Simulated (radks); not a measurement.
Kinetic energies: the exact non-interacting value of the Kohn-Sham orbitals and orbital-free approximations, as 100 (|E| - |E exact|)/|E exact|, negative where the magnitude is too small. Species: Ru42+ [He]; Tc [Kr] 4d5 5s2; Cs+ [Xe]. All-electron calculation, non-relativistic Kohn-Sham, PBE, spin-polarised, spherical densities, point nucleus. Program: a radial shooting solver on a logarithmic mesh with Libxc functionals. Every spin shell is full or empty, so the densities are truly spherical. Functionals are evaluated on that one density, not self-consistently.

functional,Ru42+,Tc,Cs+
exact (hartree),1908.05,4204.49,7553.29
Thomas-Fermi,-8.30,-5.53,-5.17
von Weizsacker,0.00,-56.30,-59.72
TF + vW,+91.70,+38.17,+35.11
TF + vW/5,+11.70,+3.21,+2.89
APBEK,+2.14,+0.14,+0.09
Perdew 92,+2.83,-0.66,-0.68
Thakkar,+2.49,-0.51,-0.63
Pearson,-2.28,-0.96,-0.91
PG1,+55.37,+16.04,+14.49
